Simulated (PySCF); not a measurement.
Isomers of C8H8FOP, mass 170.030 u with the commonest isotopes. Theory: PBE0/pcSseg-1 in PySCF (dipole) on a GFN2-xTB geometry, gas phase. One conformer each, none proved a minimum here; rigid rotors.

Question: Order these by rotational constant B, largest first.
A. `[CH3:1][C:2](=[O:3])[c:4]1[cH:5][c:6]([CH3:7])[cH:8][p:9][c:10]1[F:11]` with C1–C2–C4–C5 -152°
B. `[CH3:1][O:2][c:3]1[cH:4][cH:5][c:6](/[P:7]=[CH:8]\[F:9])[cH:10][cH:11]1` with C1–O2–C3–C4 0°, C5–C6–P7–C8 -49°
C. `[CH3:1][C:2](=[O:3])[c:4]1[cH:5][p:6][c:7]([F:8])[cH:9][c:10]1[CH3:11]` with C1–C2–C4–C5 -65°
D. `[CH2:1]=[CH:2][c:3]1[p:4][c:5]([F:6])[o:7][c:8]1[CH:9]1[CH2:10][CH2:11]1` with C1–C2–C3–P4 0°, O7–C8–C9–C10 -35°
E. `[CH2:1]=[CH:2][P@@H:3](=[O:4])[c:5]1[cH:6][cH:7][cH:8][cH:9][c:10]1[F:11]` with C1–C2–P3–O4 -1°, C2–P3–C5–C6 -120°

Answer: D (897.6 MHz), A (833.2 MHz), E (700.7 MHz), C (657.1 MHz), B (489.7 MHz).

Question: Order these by dipole moment, smallest first.
A. `[CH3:1][C:2](=[O:3])[c:4]1[cH:5][p:6][c:7]([F:8])[cH:9][c:10]1[CH3:11]` with C1–C2–C4–C5 -65°
B. `[CH3:1][O:2][c:3]1[cH:4][cH:5][c:6](/[P:7]=[CH:8]\[F:9])[cH:10][cH:11]1` with C1–O2–C3–C4 0°, C5–C6–P7–C8 -49°
C. `[CH2:1]=[CH:2][P@@H:3](=[O:4])[c:5]1[cH:6][cH:7][cH:8][cH:9][c:10]1[F:11]` with C1–C2–P3–O4 -1°, C2–P3–C5–C6 -120°
D. `[CH2:1]=[CH:2][c:3]1[p:4][c:5]([F:6])[o:7][c:8]1[CH:9]1[CH2:10][CH2:11]1` with C1–C2–C3–P4 0°, O7–C8–C9–C10 -35°
E. `[CH3:1][C:2](=[O:3])[c:4]1[cH:5][c:6]([CH3:7])[cH:8][p:9][c:10]1[F:11]` with C1–C2–C4–C5 -152°

Answer: B (2.02 D), E (2.19 D), A (2.54 D), D (2.86 D), C (3.44 D).

Question: Order these by radius of gyration √(Σ m r²/M), largest first.
A. `[CH2:1]=[CH:2][P@@H:3](=[O:4])[c:5]1[cH:6][cH:7][cH:8][cH:9][c:10]1[F:11]` with C1–C2–P3–O4 -1°, C2–P3–C5–C6 -120°
B. `[CH3:1][C:2](=[O:3])[c:4]1[cH:5][p:6][c:7]([F:8])[cH:9][c:10]1[CH3:11]` with C1–C2–C4–C5 -65°
C. `[CH3:1][C:2](=[O:3])[c:4]1[cH:5][c:6]([CH3:7])[cH:8][p:9][c:10]1[F:11]` with C1–C2–C4–C5 -152°
D. `[CH3:1][O:2][c:3]1[cH:4][cH:5][c:6](/[P:7]=[CH:8]\[F:9])[cH:10][cH:11]1` with C1–O2–C3–C4 0°, C5–C6–P7–C8 -49°

Answer: D (2.670 Å), B (2.443 Å), C (2.389 Å), A (2.360 Å).

```
                SMILES  point group  Ia (u·Å²)  Ib (u·Å²)  Ic (u·Å²)      κ  μa (D)  μb (D)  μc (D)
    CC(=O)c1cc(C)cpc1F           C1     375.95     606.57     957.55  -0.25    1.86    0.32    1.11
    COc1ccc(/P=C\F)cc1           C1     213.32    1032.08    1178.71  -0.94    1.45    1.31    0.51
    CC(=O)c1cpc(F)cc1C           C1     284.55     769.06     975.74  -0.78    1.20    0.38    2.20
C=C[P@@H](=O)c1ccccc1F           C1     292.27     721.29     879.71  -0.78    2.41    1.91    1.53
    C=Cc1pc(F)oc1C1CC1           Cs     438.12     563.06     961.73   0.18    2.13    1.92    0.00
```
